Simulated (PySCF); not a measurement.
Species: C5H7NO.
Atom-mapped SMILES: `[CH2:1]=[C:2]=[C:3]([CH3:4])[C:5]([NH2:6])=[O:7]` (hydrogens: H8, H9 on C1; H10, H11, H12 on C4; H13, H14 on N6)

The calculation used core-valence-separated Tamm–Dancoff BHandHLYP/aug-pcX-1 (pcseg-1 on H) in PySCF, non-relativistic, gas phase, PBE0-D3(BJ)/def2-SVP geometry.

Computed nitrogen K-edge spectrum, Gaussian lines of 0.4 eV full width, highest printed point 100; it ends one width below the last computed root. Absolute energies from this functional tend to lie a few eV below measured edges; no shift was applied.

(photon energy (eV), absorption): (399.0, 1), (399.1, 3), (399.2, 10), (399.3, 24), (399.4, 41), (399.5, 49), (399.6, 42), (399.7, 26), (399.8, 13), (399.9, 12), (400.0, 19), (400.1, 27), (400.2, 29), (400.3, 22), (400.4, 12), (400.5, 5), (400.6, 2), (400.7, 6), (400.8, 21), (400.9, 49), (401.0, 84), (401.1, 100), (401.2, 86), (401.3, 54), (401.4, 29), (401.5, 16), (401.6, 10), (401.7, 6), (401.8, 3), (401.9, 3), (402.0, 7), (402.1, 16), (402.2, 26), (402.3, 32), (402.4, 30), (402.5, 25), (402.6, 19)

**Question.** Assign the maxima to core holes.

**Answer.** 4 maxima:
- 399.5 eV: N6 (amide nitrogen), 399.50 eV, f = 0.016, 100 % of the height at the exact maximum
- 400.2 eV: N6 (amide nitrogen), 400.17 eV, f = 0.010, 100 % of the height at the exact maximum
- 401.1 eV: N6 (amide nitrogen), 401.10 eV, f = 0.033, 100 % of the height at the exact maximum
- 402.3 eV: N6 (amide nitrogen), 402.29 eV, f = 0.010, 89 % of the height at the exact maximum

Further lines of some strength in the range: N6, 401.52 eV, f = 0.003; N6, 402.56 eV, f = 0.003.

Roots within 0.03 eV on the same or equivalent atoms count as one line; shares under 12 % aren't listed.

Vibrational structure and lifetime widths aren't in the curve. The ionisation threshold wasn't computed; near and above it a finite basis only mimics Rydberg series and continuum.

The run took 58 s of wall time on Intel Xeon Platinum 8259CL at 2.50 GHz, one thread, no GPU, shared host with 96 logical CPUs at a one-minute load of 71, and the process peaked at 0.98 GiB of memory.

The values belong to the conformer `[CH2:1]=[C:2]=[C:3]([CH3:4])[C:5]([NH2:6])=[O:7]`: C2–C3–C5–N6 1°, H–N6–C5–C3 0°, H–N6–C5–C3 -179°.
